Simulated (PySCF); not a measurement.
Isomers of C5H11PS, mass 134.032 u with the commonest isotopes. Method used: B3LYP/def2-SVPD in PySCF (dipole) on a GFN2-xTB geometry, gas phase. One conformer each, none proved a minimum here; rigid rotors.

Problem. Order these by radius of gyration √(Σ m r²/M), largest first.
A. `[CH2:1]=[CH:2][P:3]([CH3:4])[CH2:5][S:6][CH3:7]` with C1–C2–P3–C4 151°, C2–P3–C5–S6 -167°, P3–C5–S6–C7 -64°
B. `[CH3:1][S:2][CH2:3][PH:4][CH:5]1[CH2:6][CH2:7]1` with C1–S2–C3–P4 64°, S2–C3–P4–C5 73°, C3–P4–C5–C6 -164°
C. `[CH2:1]=[CH:2][P@@H:3](=[S:4])[CH2:5][CH2:6][CH3:7]` with C1–C2–P3–S4 -1°, C2–P3–C5–C6 -91°, P3–C5–C6–C7 64°
D. `[CH2:1]=[CH:2][CH2:3][PH:4][CH2:5][S:6][CH3:7]` with C1–C2–C3–P4 15°, C2–C3–P4–C5 75°, C3–P4–C5–S6 164°, P4–C5–S6–C7 65°

Solution. D (2.249 Å), A (2.166 Å), B (2.082 Å), C (1.961 Å).

Problem. Order these by rotational constant C, smallest first.
A. `[CH2:1]=[CH:2][P@@H:3](=[S:4])[CH2:5][CH2:6][CH3:7]` with C1–C2–P3–S4 -1°, C2–P3–C5–C6 -91°, P3–C5–C6–C7 64°
B. `[CH2:1]=[CH:2][P:3]([CH3:4])[CH2:5][S:6][CH3:7]` with C1–C2–P3–C4 151°, C2–P3–C5–S6 -167°, P3–C5–S6–C7 -64°
C. `[CH2:1]=[CH:2][CH2:3][PH:4][CH2:5][S:6][CH3:7]` with C1–C2–C3–P4 15°, C2–C3–P4–C5 75°, C3–P4–C5–S6 164°, P4–C5–S6–C7 65°
D. `[CH3:1][S:2][CH2:3][PH:4][CH:5]1[CH2:6][CH2:7]1` with C1–S2–C3–P4 64°, S2–C3–P4–C5 73°, C3–P4–C5–C6 -164°

Solution. C (808.9 MHz), B (878.0 MHz), D (963.5 MHz), A (1170 MHz).

Problem. Order these by dipole moment, smallest first.
A. `[CH3:1][S:2][CH2:3][PH:4][CH:5]1[CH2:6][CH2:7]1` with C1–S2–C3–P4 64°, S2–C3–P4–C5 73°, C3–P4–C5–C6 -164°
B. `[CH2:1]=[CH:2][P:3]([CH3:4])[CH2:5][S:6][CH3:7]` with C1–C2–P3–C4 151°, C2–P3–C5–S6 -167°, P3–C5–S6–C7 -64°
C. `[CH2:1]=[CH:2][CH2:3][PH:4][CH2:5][S:6][CH3:7]` with C1–C2–C3–P4 15°, C2–C3–P4–C5 75°, C3–P4–C5–S6 164°, P4–C5–S6–C7 65°
D. `[CH2:1]=[CH:2][P@@H:3](=[S:4])[CH2:5][CH2:6][CH3:7]` with C1–C2–P3–S4 -1°, C2–P3–C5–C6 -91°, P3–C5–C6–C7 64°

Solution. A (0.69 D), B (1.14 D), C (1.56 D), D (4.14 D).

```tsv
SMILES	point group	Ia (u·Å²)	Ib (u·Å²)	Ic (u·Å²)	κ	μa (D)	μb (D)	μc (D)
CSCPC1CC1	C1	170.83	466.75	524.53	-0.88	0.43	0.55	0.03
C=CP(C)CSC	C1	157.20	525.41	575.60	-0.93	1.04	0.45	0.05
C=CCPCSC	C1	147.70	583.11	624.77	-0.96	1.47	0.41	0.31
C=C[P@@H](=S)CCC	C1	258.69	340.40	431.98	-0.20	1.77	3.19	1.97
```
